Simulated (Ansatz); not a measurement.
# How methods differ on SbHCl (SMILES [Cl][SbH])

SbHCl: 3 atoms, total charge 0, spin state doublet. As SMILES, `[Cl][SbH]`. The coordinates come from a PBE0-D4/def2-TZVP relaxation.

```xyz
3

Cl    1.4336    0.3559    0.8150
Sb   -0.6275    0.6308   -0.2723
H    -0.8170   -1.0515   -0.5560
```

Quantity: the energy change with the Sb2–H3 bond stretched from 1.717 to 4.291 Å, in eV. The values are calculated.

```tsv
level	kind	program	value (eV)	less FCI/STO-3G	CPU time (all runs)
U-revPBE/STO-3G	GGA	Ansatz	3.69	+0.46	16 s
U-r2SCAN/STO-3G	meta-GGA	Ansatz	3.73	+0.50	49 s
U-r2SCAN0/STO-3G	hybrid meta-GGA	Ansatz	3.66	+0.43	44 s
UPBE0/STO-3G	global hybrid	Ansatz	3.68	+0.45	17 s
U-wB97X/STO-3G	range-separated hybrid	Ansatz	3.73	+0.50	76 s
UCAM-B3LYP/STO-3G	range-separated hybrid	Ansatz	3.85	+0.62	18 s
RPA@PBE/STO-3G	RPA	Ansatz	3.36	+0.13	20 s
UMP2/STO-3G	perturbation theory	Ansatz	3.03	-0.20	3.7 s
UCCSD/STO-3G	coupled cluster or CI	Ansatz	3.23	0.00	4.2 s
FCI/STO-3G	exact in the basis	Ansatz	3.23	0.00	5.8 s
```

FCI/STO-3G is exact within its basis and frozen core, so for wave-function methods in that basis the difference is their error; functionals converge differently with the basis, so for them it is only a difference. All-electron rows without a relativistic Hamiltonian named are non-relativistic. The first shape isn't each level's own minimum. The values span 3.03 to 3.85 eV. Spin contamination of the reference (⟨S²⟩ at least 0.1 too high) touches U-revPBE/STO-3G, U-r2SCAN/STO-3G, U-r2SCAN0/STO-3G, UPBE0/STO-3G, U-wB97X/STO-3G, UCAM-B3LYP/STO-3G, RPA@PBE/STO-3G, UMP2/STO-3G, UCCSD/STO-3G. All rows use very small basis sets, so even the best lies far from the true value. In the correlated wave-function rows the outer d shell of Sb is correlated, in sets not made for it. CPU times are rough (shared hosts, several kinds of processor): they show what a rung costs within a factor of a few.
